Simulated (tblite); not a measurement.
Cl$_{3}$Sb, charge -1, doublet, at a GFN2-xTB geometry (a state made from the parent by changing its charge; the spin is typed, not shown lowest); GFN1-xTB with ALPB(water) (tblite).

tblite was given this input:
```
$ tblite run mol.xyz --method gfn1 --charge -1 --spin 1 --alpb water --json tblite.json --no-restart

# file mol.xyz
4

Sb    -0.00854345    -0.39662549     0.03006418
Cl    -2.64892774    -0.33781226     0.04450074
Cl     0.04268112     1.98144961    -0.15019373
Cl     2.63187698    -0.45376087     0.01550045
```

What the program printed (banner, timings and long lists left out):

```
xTB calculator
 | screened Coulomb repulsion
 | Coulomb electrostatics
 |  * isotropic Klopman-Ohno-Mataga-Nishimoto electrostatics
 |  * onsite third-order electrostatics
 | DFT-D3(BJ) dispersion correction
 | Interactions (3)
 | [1] alpb/gbsa reaction field model
 | [2] cds contribution to solvation
 | [3] empirical free energy shift and standard state/solvent correction

halogen bonding energy    0.0000000000000E+00 Eh
repulsion energy          3.2175047227337E-03 Eh
dispersion energy        -2.0948371013155E-03 Eh
interaction energy       -2.2699016241832E-03 Eh
number of electrons       2.7000000000000E+01 e
integral cutoff           4.0000000000000E+01 bohr

------------------------------------------------------------
  cycle        total energy    energy error   density error
------------------------------------------------------------
      1     -15.52330752180  -1.5522160E+01   6.1525687E-01
      2     -15.72013634084  -1.9682882E-01   1.9949847E-01
      3     -15.72590106900  -5.7647282E-03   1.2991958E-01
      4     -15.72641516671  -5.1409771E-04   2.3680289E-02
      5     -15.72673292210  -3.1775539E-04   1.6692043E-02
      6     -15.72702578102  -2.9285892E-04   1.3260946E-03
      7     -15.72702733489  -1.5538694E-06   4.7880964E-04
      8     -15.72702754755  -2.1266097E-07   2.0121804E-05
      9     -15.72702754791  -3.5646863E-10   5.8123492E-07
------------------------------------------------------------

electronic energy        -1.5725880313906E+01 Eh
total energy             -1.5727027547908E+01 Eh

Post processing:
 | Mayer-Wiberg bond orders

[Info] JSON dump of results written to 'tblite.json'
```
